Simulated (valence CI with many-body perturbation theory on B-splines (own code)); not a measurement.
**Level structure of Ga XI**

Level of theory: relativistic CI+MBPT: three valence electrons over a frozen Dirac-Fock core [Ar], radial functions for each j: 7 s, 7 p, 8 d, 6 f, 4 g, 1 h, with the one-electron correlation potential Σ1 (screened to all orders), the two-electron term Σ2, the three-electron term Σ3, Breit, model QED; selected single and double excitations, second order for the rest, scaled by the run's own slope (own B-spline code, finite nucleus).

No measured spectrum was set against this ion. As an estimate, terms of the open shell hold to 2 to 4 % of their energy, and close levels can change places. Excitations out of the core, of the other parity, are not computed and may begin above about 60.9 eV (a cautious bound); beyond it only levels of the ground parity were kept, without lifetimes. Only levels of the ground parity were solved; by the run's estimate the other parity begins above the list, which can be wrong where configurations are misplaced.

Levels 1 to 31 of 31, with energies above the lowest level, 3d³ ⁴F_3/2. "Leading %" is the weight of the configuration and term that name the level; weights of strongly mixed levels are sums over their largest components and can fall short. In the jj column 3d3/2^4 stands for four electrons in 3d with j = 3/2. Lifetimes count E1, E2, E3, M1 and M2 decay at the calculated energies, and are blank where another channel may lead or the interval is too uncertain; long ones can be off by a factor of two.

```csv
No.,Configuration,Term,J,E (eV),Leading %,Lifetime,Second component,Leading jj
1,3d³,⁴F,3/2,0.00,99,,,3d3/2^3 (42 %)
2,3d³,⁴F,5/2,0.25,100,2.71 s,,3d3/2^2 3d5/2 (80 %)
3,3d³,⁴F,7/2,0.57,100,1.40 s,,3d3/2 3d5/2^2 (75 %)
4,3d³,⁴F,9/2,0.93,98,1.58 s,,3d3/2 3d5/2^2 (49 %)
5,3d³,⁴P,1/2,3.85,96,4.57 s,4 % 3d³ ²P,3d3/2^2 3d5/2 (73 %)
6,3d³,⁴P,3/2,3.87,88,939 ms,10 % 3d³ ²P,3d3/2^2 3d5/2 (56 %)
7,3d³,²G,7/2,4.21,99,92.0 ms,,3d3/2 3d5/2^2 (50 %)
8,3d³,⁴P,5/2,4.27,99,1.15 s,,3d3/2 3d5/2^2 (64 %)
9,3d³,²G,9/2,4.46,87,61.7 ms,12 % 3d³ ²H,3d3/2^2 3d5/2 (64 %)
10,3d³,²D,3/2,5.32,53,32.2 ms,37 % 3d³ ²P,3d3/2 3d5/2^2 (62 %)
11,3d³,²P,1/2,5.52,96,118 ms,4 % 3d³ ⁴P,3d3/2 3d5/2^2 (73 %)
12,3d³,²H,9/2,5.84,88,114 ms,12 % 3d³ ²G,3d3/2 3d5/2^2 (50 %)
13,3d³,²H,11/2,5.96,100,367 ms,,3d3/2 3d5/2^2 (100 %)
14,3d³,²D,5/2,6.12,98,37.1 ms,,3d3/2 3d5/2^2 (54 %)
15,3d³,²P,3/2,6.34,53,35.4 ms,44 % 3d³ ²D,3d5/2^3 (82 %)
16,3d³,²F,7/2,9.28,100,65.9 ms,,3d3/2 3d5/2^2 (75 %)
17,3d³,²F,5/2,9.43,99,94.9 ms,,3d3/2 3d5/2^2 (52 %)
18,3d³,²D,5/2,14.44,99,10.1 ms,,3d3/2^2 3d5/2 (50 %)
19,3d³,²D,3/2,14.57,100,,,3d3/2 3d5/2^2 (88 %)
20,3d²4s,⁴F,3/2,106.08,99,,,3d3/2^2 4s (76 %)
21,3d²4s,⁴F,5/2,106.29,95,,,3d3/2^2 4s (50 %)
22,3d²4s,⁴F,7/2,106.65,97,,,3d3/2 3d5/2 4s (90 %)
23,3d²4s,⁴F,9/2,107.10,99,,,3d5/2^2 4s (75 %)
24,3d²4s,²F,5/2,107.51,94,,4 % 3d²4s ⁴F,3d3/2 3d5/2 4s (70 %)
25,3d²4s,²F,7/2,108.19,97,,,3d5/2^2 4s (64 %)
26,3d²4s,²D,5/2,109.96,61,,37 % 3d²4s ⁴P,3d3/2 3d5/2 4s (76 %)
27,3d²4s,²D,3/2,110.07,64,,32 % 3d²4s ⁴P,3d3/2 3d5/2 4s (71 %)
28,3d²4s,⁴P,1/2,110.10,99,,,3d3/2^2 4s (49 %)
29,3d²4s,⁴P,3/2,110.37,67,,27 % 3d²4s ²D,3d3/2 3d5/2 4s (74 %)
30,3d²4s,⁴P,5/2,110.82,63,,37 % 3d²4s ²D,3d5/2^2 4s (94 %)
31,3d²4s,²P,1/2,111.30,99,,,3d3/2 3d5/2 4s (73 %)
```

Names give the largest LS component (configuration and term), which can be under half, so a name can repeat, a term be missing and a line seem to break the LS rules; names also repeat where a configuration has a term twice.

Where two levels of one J and parity lie close, their mixing, g and order are uncertain.

The ionisation energy to 3d² ³F2 of the next ion comes out as 280.58 eV (NIST: 280 ± 2.4 eV (theoretical)). All 31 levels together are meant to be complete up to 60.90 eV.
